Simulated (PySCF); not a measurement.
Compound: Cd(NH2)2 (singlet state).
Bonds: Cd1–N2, Cd1–N5. Hydrogens: H3, H4 on N2; H6, H7 on N5.

Method: PBE0-D3(BJ)/def2-SVP geometry optimisation, gas phase, def2 core potentials past Kr in PySCF.

Task: Give the optimised bond lengths and angles.

Result: 
| bond | length (Å) |
| --- | --- |
| Cd1–N2, Cd1–N5 | 1.999 |
| N2–H3 and 3 like bonds | 1.018 |

Bonds in one row agree within 0.01 Å and their mean is given. A selection of angles:
| angle | degrees |
| --- | --- |
| N2–Cd1–N5 | 173.0 |
| Cd1–N2–H3 | 114.7 |
| H3–N2–H4 | 106.7 |

N2 (nitrogen bonded to Cd and 2 H) is pyramidal (angles 114.8°, 114.7° and 106.7°, sum 336.2°, 0.35 Å off the plane of its three neighbours).

Point group: C2 (every atom within 0.08 Å of its image). No PBE0-D3(BJ)/def2-SVP frequencies stand behind this structure, so it isn't proved a minimum.

Time: 20 s wall; peak memory 0.31 GiB. Hardware: an Arm Neoverse V1 with one thread, on a shared host. These figures are those of the optimisation.
